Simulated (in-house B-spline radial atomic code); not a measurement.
Inner levels of iodine as electrons are removed. A shift is the extra binding of the orbital against the neutral atom ([Kr] 4d10 5s2 5p5). Computed with a radial B-spline atomic code at the basis-set limit: non-relativistic Hartree-Fock, average of the configuration, point nuclei.

This level leaves out relativity, spin-orbit splitting included, which matters for heavy ions.

| ion | configuration | shift of 1s (eV) | shift of 2p (eV) | shift of 2s (eV) | radius of 1s (bohr) | radius of 2p (bohr) | radius of 2s (bohr) | Σ<r²> (bohr²) | change of density at nucleus (bohr⁻³) |
| --- | --- | --- | --- | --- | --- | --- | --- | --- | --- |
| I21+ | [Ar] 3d10 4s2 4p2 | 614.93 | 605.77 | 603.9 | 0.028677 | 0.10505 | 0.12312 | 4.1027 | 174.94 |
| I22+ | [Ar] 3d10 4s2 4p1 | ? | ? | ? | ? | ? | ? | ? | ? |
| I23+ | [Ar] 3d10 4s2 | ? | ? | ? | ? | ? | ? | ? | ? |
| I24+ | [Ar] 3d10 4s1 | 760.76 | 744.17 | 740.71 | 0.028675 | 0.10499 | 0.12307 | 2.4482 | -43.016 |
| I25+ | [Ar] 3d10 | 810.65 | 791.79 | 787.38 | 0.028674 | 0.10497 | 0.12306 | 1.9411 | -321.12 |
| I26+ | [Ar] 3d9 | 906.85 | 886.42 | 881.26 | 0.028675 | 0.10487 | 0.12296 | 1.8115 | -273.22 |
| I27+ | [Ar] 3d8 | 1005.4 | 983.19 | 977.22 | 0.028675 | 0.10477 | 0.12286 | 1.6879 | -223.61 |
| I28+ | [Ar] 3d7 | 1106.32 | 1082.09 | 1075.23 | 0.028676 | 0.10466 | 0.12274 | 1.5702 | -172.3 |
| I29+ | [Ar] 3d6 | 1209.6 | 1183.11 | 1175.27 | 0.028676 | 0.10455 | 0.12263 | 1.4578 | -119.27 |
| I30+ | [Ar] 3d5 | 1315.22 | 1286.23 | 1277.32 | 0.028677 | 0.10443 | 0.1225 | 1.3506 | -64.514 |
| I31+ | [Ar] 3d4 | 1423.19 | 1391.43 | 1381.38 | 0.028677 | 0.1043 | 0.12237 | 1.248 | -8.045 |
| I32+ | [Ar] 3d3 | 1533.51 | 1498.71 | 1487.42 | 0.028678 | 0.10417 | 0.12224 | 1.15 | 50.148 |
| I33+ | [Ar] 3d2 | 1646.16 | 1608.06 | 1595.43 | 0.028678 | 0.10403 | 0.1221 | 1.0561 | 110.06 |
| I34+ | [Ar] 3d1 | 1761.15 | 1719.45 | 1705.39 | 0.028678 | 0.10389 | 0.12195 | 0.96624 | 171.71 |
| I35+ | [Ne] 3s2 3p6 | 1878.47 | 1832.87 | 1817.28 | 0.028679 | 0.10374 | 0.1218 | 0.88013 | 235.08 |
| I36+ | [Ne] 3s2 3p5 | 1997.53 | 1938.01 | 1920.38 | 0.028675 | 0.10372 | 0.12164 | 0.77708 | 304.86 |
| I37+ | [Ne] 3s2 3p4 | 2118.35 | 2044.51 | 2024.74 | 0.028671 | 0.10359 | 0.12148 | 0.67686 | 376.06 |
| I38+ | [Ne] 3s2 3p3 | ? | ? | ? | ? | ? | ? | ? | ? |
| I39+ | [Ne] 3s2 3p2 | 2365.31 | 2261.5 | 2237.23 | 0.028663 | 0.10331 | 0.12115 | 0.48451 | 522.75 |
| I40+ | [Ne] 3s2 3p1 | 2491.43 | 2371.99 | 2345.35 | 0.028659 | 0.10317 | 0.12097 | 0.39219 | 598.26 |
| I41+ | [Ne] 3s2 | 2619.33 | 2483.82 | 2454.71 | 0.028655 | 0.10302 | 0.1208 | 0.30232 | 675.2 |
| I42+ | [Ne] 3s1 | 2739.13 | 2591.11 | 2556.77 | 0.028654 | 0.1029 | 0.1208 | 0.20651 | -577.32 |
| I43+ | [He] 2s2 2p6 | 2860.33 | 2699.48 | 2659.8 | 0.028652 | 0.10278 | 0.12071 | 0.11284 | -1865.33 |
| I44+ | [He] 2s2 2p5 | 3161.76 | 2926.43 | 2853.35 | 0.028631 | 0.10192 | 0.12 | 0.098545 | -1656.68 |

**Question.** Fill in the row of I22+.

**Answer.** shift of 1s (eV): 662.84; shift of 2p (eV): 651.12; shift of 2s (eV): 648.91; radius of 1s (bohr): 0.028676; radius of 2p (bohr): 0.10503; radius of 2s (bohr): 0.1231; Σ<r²> (bohr²): 3.5269; change of density at nucleus (bohr⁻³): 198.4.

**Question.** Fill in the row of I23+.

**Answer.** shift of 1s (eV): 711.77; shift of 2p (eV): 697.36; shift of 2s (eV): 694.79; radius of 1s (bohr): 0.028675; radius of 2p (bohr): 0.10501; radius of 2s (bohr): 0.12307; Σ<r²> (bohr²): 2.9725; change of density at nucleus (bohr⁻³): 222.56.

**Question.** Fill in the row of I38+.

**Answer.** shift of 1s (eV): 2240.94; shift of 2p (eV): 2152.34; shift of 2s (eV): 2130.36; radius of 1s (bohr): 0.028667; radius of 2p (bohr): 0.10345; radius of 2s (bohr): 0.12131; Σ<r²> (bohr²): 0.57937; change of density at nucleus (bohr⁻³): 448.69.
